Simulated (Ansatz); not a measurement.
`N[SiH](F)[SeH]` and `NC(F)[SeH]` differ in one element.

Ansatz, PBE0-D4/def2-TZVP geometries, multiplicity 1. Each molecule was computed in one conformer, which needn't be the lowest.

Scalar relativity is left out up to krypton.

```json
{"property": "ideal-gas entropy at 298 K and 1 bar (rigid rotor, harmonic PBE0-D4/def2-TZVP) / J/(mol·K)", "`N[SiH](F)[SeH]`": "341"}
{"property": "zero-point energy (PBE0-D4/def2-TZVP) / kJ/mol", "`N[SiH](F)[SeH]`": "121.8"}
{"property": "LUMO energy (ωB97M-V/def2-TZVPP) / eV", "`N[SiH](F)[SeH]`": "1.97"}
{"property": "HOMO–LUMO gap (ωB97M-V/def2-TZVPP) / eV", "`N[SiH](F)[SeH]`": "11.49"}
{"property": "size of the dipole moment (B3LYP/def2-TZVPP) / D", "`N[SiH](F)[SeH]`": "2.40"}
{"property": "HOMO–LUMO gap (B3LYP/def2-TZVPP) / eV", "`N[SiH](F)[SeH]`": "6.91"}
```

Task: Give the same properties after the change, and the shifts. (An estimate is asked.)

Result: Ansatz gave: 
```tsv
property	`NC(F)[SeH]`	shift
ideal-gas entropy at 298 K and 1 bar (rigid rotor, harmonic PBE0-D4/def2-TZVP) / J/(mol·K)	317	-24
zero-point energy (PBE0-D4/def2-TZVP) / kJ/mol	144.2	22.4
LUMO energy (ωB97M-V/def2-TZVPP) / eV	1.58	-0.39
HOMO–LUMO gap (ωB97M-V/def2-TZVPP) / eV	10.70	-0.79
size of the dipole moment (B3LYP/def2-TZVPP) / D	2.00	-0.40
HOMO–LUMO gap (B3LYP/def2-TZVPP) / eV	6.13	-0.78
```

With PBE0 the HOMO rises by 0.47 eV and the LUMO falls by 0.33 eV, so the gap narrows by about 0.80 eV. PBE moves the HOMO by 0.51 eV and ωB97M-V by 0.41 eV. Dipoles are sizes alone; their direction can turn.

B3LYP here is the variant with VWN-RPA as its local correlation; programs differ in this.

Spin–orbit coupling is left out; it splits and shifts lone-pair levels of the heavy atoms by tenths of an eV.
